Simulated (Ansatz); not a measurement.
```yaml
crystal:
  periodic: [false, false, false]
  atoms:
    - {symbol: Ge, position_ang: [-0.006080, 0.438474, 0.003515]}
    - {symbol: C, position_ang: [0.061970, 0.408530, 1.965602]}
    - {symbol: H, position_ang: [-0.956542, 0.373244, 2.380663]}
    - {symbol: H, position_ang: [0.567044, 1.311334, 2.343591]}
    - {symbol: H, position_ang: [0.617391, -0.469279, 2.330327]}
    - {symbol: C, position_ang: [1.832097, 0.412407, -0.718581]}
    - {symbol: H, position_ang: [2.400967, 1.286890, -0.363941]}
    - {symbol: H, position_ang: [1.818910, 0.431504, -1.819629]}
    - {symbol: H, position_ang: [2.364253, -0.496046, -0.395465]}
    - {symbol: C, position_ang: [-0.975113, 2.012151, -0.656603]}
    - {symbol: H, position_ang: [-1.002078, 2.024252, -1.757685]}
    - {symbol: H, position_ang: [-0.481854, 2.936642, -0.318342]}
    - {symbol: H, position_ang: [-2.009936, 2.010408, -0.281888]}
    - {symbol: N, position_ang: [-0.999674, -1.033611, -0.532170]}
    - {symbol: C, position_ang: [-0.549637, -2.384324, -0.252232]}
    - {symbol: H, position_ang: [-1.381076, -0.945741, -1.471419]}
    - {symbol: H, position_ang: [0.314139, -2.734020, -0.859320]}
    - {symbol: H, position_ang: [-0.248628, -2.469242, 0.805504]}
    - {symbol: H, position_ang: [-1.366162, -3.113572, -0.401926]}
basis:
  gaussian: {orbitals: def2-mTZVPP, final_grid: {core_spheres: 5, valence_spheres: 4, degree: 11}}
hamiltonian: {xc: {name: HF}}
correlation: {method: mp2, frozen_orbitals: {Ge: 9}}
scf: {omitted_lower_state_checks: [starts]}
```

```sh
$ ansatz run in.yaml --threads 4 --pin off --events-out ev --progress --plain --max-ram 4787MiB
```

It prints (some lines left out):

```
Functional definition: HF
Error: "frozen_orbitals" has no count for C
```

In this input frozen orbitals are typed for one element alone, and the program wants a count for each (the count typed has to fit that element's core, too). The program refused the input.
